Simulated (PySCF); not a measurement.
Be(I)(iPr) (C₃H₇BeI), SMILES C[CH](C)[Be][I]. Geometry: PBE-D3(BJ)/def2-SVP. The structure was generated by enumeration; whether it is a known compound was not checked. The def2 effective core potentials stand for the cores of I; spin–orbit coupling is left out. Other conformers were not sampled.

### Question
Give the equilibrium geometry at PBE-D3(BJ)/def2-SVP (PySCF confirms it by a frequency run) as bond lengths and angles, and its point group. (Estimate from the structure and the level; the computed values follow.)

### Answer
One answer among several that fit: point group Cs.
Atoms: Be1 I2 C3 C4 C5 H6 H7 H8 H9 H10 H11 H12. Bonds (Å): Be1–I2 2.190, Be1–C3 1.692, C3–C4 1.544, C3–C5 1.544, C3–H6 1.119, C4–H7 1.114, C4–H8 1.111, C4–H9 1.110, C5–H10 1.110, C5–H11 1.114, C5–H12 1.111. Bond angles (°): I2–Be1–C3 180.0, Be1–C3–C4 112.8, Be1–C3–C5 112.8, Be1–C3–H6 105.0, C4–C3–C5 111.2, C4–C3–H6 107.3, C5–C3–H6 107.3, C3–C4–H7 111.3, C3–C4–H8 111.7, C3–C4–H9 112.6, H7–C4–H8 106.6, H7–C4–H9 107.1, H8–C4–H9 107.2, C3–C5–H10 112.6, C3–C5–H11 111.3, C3–C5–H12 111.7, H10–C5–H11 107.1, H10–C5–H12 107.2, H11–C5–H12 106.6.
